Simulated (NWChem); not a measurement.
System meant: C$_{2}$H$_{8}$OSi; SMILES CCO[SiH3]

NWChem input:

```
start job
memory heap 200 mb stack 900 mb global 1100 mb
geometry units angstroms noautoz
  Si     0.037991     1.644387    -0.001598
  O      0.439605     0.029980     0.001231
  C     -0.500514    -1.018353     0.000751
  C      0.222888    -2.344575     0.001276
  H     -0.765272     1.997216    -1.215717
  H     -0.768247     2.000932     1.209453
  H      1.318739     2.400843    -0.001115
  H     -1.158913    -0.945643     0.889103
  H     -1.157976    -0.945839    -0.888315
  H      0.861439    -2.433806     0.892662
  H     -0.494077    -3.179515    -0.000686
  H      0.864703    -2.432467    -0.887892
end
basis spherical
  Si library def2-svp
  O library def2-svp
  C library def2-svp
  H library def2-svp
end
dft
  xc b3lyp
  iterations 4
  mulliken
end
task dft energy
```

End of the output:

```
    Atom       Charge   Shell Charges
 -----------   ------   -------------------------------------------------------
    1 Si  14    13.50   2.00  1.93  0.65  0.34  5.81  1.26  1.08  0.43
    2 O    8     8.27   1.97  0.90  0.59  2.77  2.01  0.02
    3 C    6     5.93   1.96  0.59  0.29  1.85  1.08  0.15
    4 C    6     6.06   1.96  0.58  0.30  1.91  1.24  0.07
    5 H    1     1.12   0.65  0.44  0.02
    6 H    1     1.12   0.65  0.44  0.02
    7 H    1     1.10   0.65  0.43  0.02
    8 H    1     0.99   0.66  0.27  0.06
    9 H    1     0.99   0.66  0.27  0.06
   10 H    1     0.97   0.64  0.27  0.06
   11 H    1     0.97   0.64  0.27  0.06
   12 H    1     0.97   0.64  0.27  0.06

 center of mass
 --------------
 x =   0.03643738 y =   0.08443978 z =   0.00000000

 moments of inertia (a.u.)
 ------------------
         706.852380429766           0.000004148685           0.000000000000
           0.000004148685          71.814888312861           0.000000000000
           0.000000000000           0.000000000000         734.719580301448

     Multipole analysis of the density
     ---------------------------------

     L   x y z        total         alpha         beta         nuclear
     -   - - -        -----         -----         ----         -------
     0   0 0 0     -0.000000    -21.000000    -21.000000     42.000000

     1   1 0 0     -0.360662     -0.180331     -0.180331      0.000000
     1   0 1 0     -0.187678     -0.093839     -0.093839      0.000000
     1   0 0 1      0.000000      0.000000      0.000000      0.000000

     2   2 0 0    -26.146141    -32.123747    -32.123747     38.101353
     2   1 1 0      0.584368      0.667510      0.667510     -0.750651
     2   1 0 1      0.000000      0.000000      0.000000      0.000000
     2   0 2 0    -24.187861   -216.645918   -216.645918    409.103974
     2   0 1 1     -0.000000     -0.000000     -0.000000      0.000000
     2   0 0 2    -25.821723    -23.812479    -23.812479     21.803234

 ------------------------------------------------------------------------
 dft energy failed                                                                                  0
 ------------------------------------------------------------------------
 ------------------------------------------------------------------------
  current input line :
    28: task dft energy
 ------------------------------------------------------------------------
 ------------------------------------------------------------------------
 This type of error is most commonly associated with calculations not reaching convergence criteria
 ------------------------------------------------------------------------
 For more information see the NWChem manual at https://nwchemgit.github.io

0:dft energy failed:Received an Error in Communication
```

Q: Find the fault in this run and fix the input.

A: The run did not converge; its last values are not results. Cause: the SCF was allowed too few iterations. This input runs:
```
start job
memory heap 200 mb stack 900 mb global 1100 mb
geometry units angstroms noautoz
  Si     0.037991     1.644387    -0.001598
  O      0.439605     0.029980     0.001231
  C     -0.500514    -1.018353     0.000751
  C      0.222888    -2.344575     0.001276
  H     -0.765272     1.997216    -1.215717
  H     -0.768247     2.000932     1.209453
  H      1.318739     2.400843    -0.001115
  H     -1.158913    -0.945643     0.889103
  H     -1.157976    -0.945839    -0.888315
  H      0.861439    -2.433806     0.892662
  H     -0.494077    -3.179515    -0.000686
  H      0.864703    -2.432467    -0.887892
end
basis spherical
  * library def2-svp
end
dft
  xc b3lyp
  iterations 150
  mulliken
end
task dft energy
```
It converges to -445.57921 Ha (B3LYP/def2-SVP).
